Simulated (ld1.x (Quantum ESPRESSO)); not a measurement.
## cerium (Ce) PAW: all-electron and pseudo phase curves

* Element: Ce (Z = 58)
* Generator: ld1.x (Quantum ESPRESSO) 7.5
* Type: PAW
* Functional: PBE
* Relativity: fully relativistic
* Frozen core: [Kr] 4d10 4f1
* Valence charge: 11
* Reference configuration: 5s2 5p6 5d1 6s1 6p0 (charge +1)
* Partial waves: 5s (bound): rcut 2.25, rcutus 2.65 bohr; 6s (bound): rcut 2.25, rcutus 2.65 bohr; 5p (bound): rcut 2.25, rcutus 3.00 bohr; 6p (bound, empty): rcut 2.25, rcutus 3.00 bohr; 5d (bound): rcut 3.00, rcutus 3.75 bohr; 5d channel at 1.8 Ry: rcut 3.00, rcutus 3.75 bohr
* Local potential: all-electron potential smoothed inside 2.45 bohr (lloc = -1)
* Core correction: Bessel-smoothed model core inside 2.35 bohr
* Augmentation charge: BG, radius 1.65 bohr

Open shells are filled in proportion to 2j + 1 (rel_dist='average').

The phase is arctan(r·u′/u) with u = r·R(r), unwrapped; energies in Ry, scanned from -5 to 5 Ry. A pole is an energy at which the radial function vanishes at the test radius. The pseudo phase is shifted by a multiple of π to meet the all-electron one at the reference energy, and phase errors are pseudo minus all-electron; the curves can meet again beyond the range given. Levels narrower than the energy grid can be missing from the lists of poles.

```json
{"channel": "p1/2", "radius (bohr)": "4.04", "reference energy (Ry)": "-0.42", "poles, all-electron": "-2.26, 0.84, 4.93", "poles, pseudo": "-2.26, 0.81, 4.98", "unbroken range about the reference energy with phases within 0.05 rad": "-3.6 to 1.9", "phase error 1 Ry above the reference energy (rad)": "-0.005"}
{"channel": "p3/2", "radius (bohr)": "4.04", "reference energy (Ry)": "-0.39", "poles, all-electron": "-2.05, 0.99", "poles, pseudo": "-2.05, 0.97", "unbroken range about the reference energy with phases within 0.05 rad": "below 2.4", "phase error 1 Ry above the reference energy (rad)": "-0.002"}
{"channel": "d3/2", "radius (bohr)": "4.04", "reference energy (Ry)": "-0.64", "poles, all-electron": "-0.44, 2.27", "poles, pseudo": "-0.44, 2.26", "unbroken range about the reference energy with phases within 0.05 rad": "below 0.6", "phase error 1 Ry above the reference energy (rad)": "-0.016"}
{"channel": "d5/2", "radius (bohr)": "4.04", "reference energy (Ry)": "-0.62", "poles, all-electron": "-0.41, 2.31", "poles, pseudo": "-0.42, 2.30", "unbroken range about the reference energy with phases within 0.05 rad": "below 0.6", "phase error 1 Ry above the reference energy (rad)": "-0.015"}
```

The ghost test of this file was not conclusive.

Phases in the d3/2 channel:

| E (Ry) | all-electron | pseudo |
| --- | --- | --- |
| -5.00 | 1.454 | 1.454 |
| -4.48 | 1.447 | 1.446 |
| -3.96 | 1.438 | 1.437 |
| -3.44 | 1.426 | 1.426 |
| -2.92 | 1.411 | 1.410 |
| -2.40 | 1.389 | 1.389 |
| -1.88 | 1.355 | 1.354 |
| -1.36 | 1.283 | 1.281 |
| -0.84 | 0.805 | 0.801 |
| -0.32 | -1.665 | -1.668 |
| 0.20 | -1.934 | -1.943 |
| 0.72 | -3.128 | -3.186 |
| 1.24 | -4.433 | -4.436 |
| 1.76 | -4.629 | -4.629 |
| 2.28 | -4.714 | -4.715 |
| 2.80 | -4.778 | -4.784 |
| 3.32 | -4.861 | -4.886 |
| 3.84 | -5.070 | -5.327 |
| 4.36 | -6.845 | -7.489 |
| 4.88 | -7.627 | -7.734 |
